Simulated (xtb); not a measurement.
Input file for xtb: GFN2-xTB on CH5AlO (a complex), monomers drawn apart or pushed together.

```
$ xtb mol.xyz --gfn 2 --sp --chrg 0 --uhf 0
8

Al     0.15416424     0.33256906     0.90957960
H      1.05861000     1.63455962     1.00343385
H     -1.37151095     0.45401939     1.38497158
H      0.49958353    -0.77486270    -0.17499274
C      0.26037102    -1.65928465     4.93039251
O      0.97273576    -1.36527635     3.99175004
H     -0.80812291    -1.40800778     4.92408594
H      0.68880257    -2.18144335     5.79370544
```

What total energy does the run end on?

-9.7643 hartree.
